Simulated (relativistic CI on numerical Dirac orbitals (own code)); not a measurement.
**Hyperfine structure of Sm²⁸⁺, mass number 147**

Computed by Dirac-Coulomb-Breit CI, orbitals from a KLI potential per configuration, a model potential for QED, unscaled Slater integrals (own radial code, finite nucleus).

CI space (outside the closed core [Ar] 3d10): 4s²4p⁴, 4s4p⁵, 4s²4p³4d, 4p⁶, 4s4p⁴4d, 4s²4p³4f, 4s4p⁴4f, 4p⁵4d, 4s4p³4d², 4s²4p²4d4f, 4p⁵4f, 4p⁴4d², 4p³4d³, 4p³4d²4f. Double excitations out of closed p, d and f shells are left out; levels of such configurations are missing from the list, as are those of other unlisted configurations, and high levels can miss mixing partners.

Nuclear spin I = 7/2, μ = -0.809 μN, Q = -0.26 b (tables of Stone and Pyykkö). The electronic factors are computed for point nuclear moments, without core polarisation or the Bohr-Weisskopf and QED corrections.

```csv
Level,E (cm⁻¹),A (MHz),B (MHz)
4s²4p⁴ ³P2,0,-6200,-2930
4s²4p⁴ ³P1,273747,3315,6870
4s²4p⁴ ¹D2,303801,-16130,16700
4s4p⁵ ³P°2,806013,-34210,11600
```

Levels with J = 0, under 50 % of one LS term, or S terms without an open s electron are left out. Small factors come from cancelling terms and can be off by tens of per cent or more.

At this charge energies of transitions that change n are usually good to better than 1 %, and those within a shell (Δn = 0) to a few per cent.

Task: Give the hyperfine levels of 4s²4p⁴ ³P2 relative to its centre of gravity.

Result: With K = F(F + 1) − I(I + 1) − J(J + 1), E = AK/2 + B[¾K(K + 1) − I(I + 1)J(J + 1)]/[2I(2I − 1)J(2J − 1)]: F = 3/2: 54230, F = 5/2: 40040, F = 7/2: 19440, F = 9/2: -8306, F = 11/2: -44130 MHz.

LS names give the leading component of a level, which can be under half, so a name can repeat, a term be missing and a line seem to break the LS rules.
